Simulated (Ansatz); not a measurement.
Geometry optimisation, Ansatz 0.2.0, RKS B3LYP-D4/def2-SVP.

The input (input.yaml):

```yaml
crystal:
  periodic: [false, false, false]
  atoms:
    - { symbol: F, position_ang: [-2.3538, 1.361, 0.7114] }
    - { symbol: C, position_ang: [-1.6902, 0.7079, -0.2245] }
    - { symbol: O, position_ang: [-0.4984, 0.3665, 0.3813] }
    - { symbol: Si, position_ang: [0.6926, -0.4883, -0.5136] }
    - { symbol: P, position_ang: [2.4023, -0.8806, 0.7153] }
    - { symbol: H, position_ang: [-1.5374, 1.3817, -1.0903] }
    - { symbol: H, position_ang: [-2.2451, -0.1711, -0.4958] }
    - { symbol: H, position_ang: [1.0206, 0.3029, -1.7186] }
    - { symbol: H, position_ang: [0.0008, -1.7614, -0.8794] }
    - { symbol: H, position_ang: [3.03985, -1.88328, -0.10665] }
    - { symbol: H, position_ang: [1.78913, -1.87011, 1.55059] }
basis:
  gaussian: { orbitals: def2-SVP }
hamiltonian:
  xc: b3lyp
  dispersion: d4
relax:
  f_tol: 0.015
  max_steps: 40
```

Run as:

```bash
$ ansatz run input.yaml --threads 2 --pin off --max-ram 3072MiB --backend cpu --events-out ev --progress --plain --runs-dir out
```

Question: Where does it end, and by what steps?

Answer: The run converged. After 31 steps the energy has fallen by 0.505 eV; F1 moved furthest, 1.58 Å.

```
step  energy less start (eV)  largest force component (eV/Å)  accepted
   0                  0.0000                           2.461       yes
   2                 -0.3167                           0.488       yes
   4                 -0.3353                           0.381       yes
   6                 -0.3414                           0.123       yes
   8                 -0.3435                           0.231       yes
  10                 -0.3567                           0.114       yes
  12                 -0.3503                           0.866        no
  14                 -0.3749                           0.201       yes
  16                 -0.3907                           0.369       yes
  18                 -0.4182                           0.485       yes
  20                 -0.4440                           0.175       yes
  22                 -0.4658                           0.457       yes
  24                 -0.4874                           0.505       yes
  26                 -0.5033                           0.085       yes
  28                 -0.5049                           0.043       yes
  30                 -0.5053                           0.032       yes
  31                 -0.5053                           0.012       yes
```

```xyz
11
Properties=species:S:1:pos:R:3
F -1.219 0.370 1.181
C -1.512 0.732 -0.122
O -0.378 0.713 -0.894
Si 0.703 -0.583 -0.961
P 1.980 -0.628 0.914
H -1.918 1.758 -0.110
H -2.275 0.016 -0.489
H 1.577 -0.302 -2.129
H -0.078 -1.838 -1.185
H 2.706 -1.778 0.464
H 1.034 -1.393 1.660
```

Whether the end is a true minimum wasn't checked by a vibrational analysis.

Time of the run: 100 s on 2 threads of Arm Neoverse V1 (shared host), peak memory 0.24 GiB.
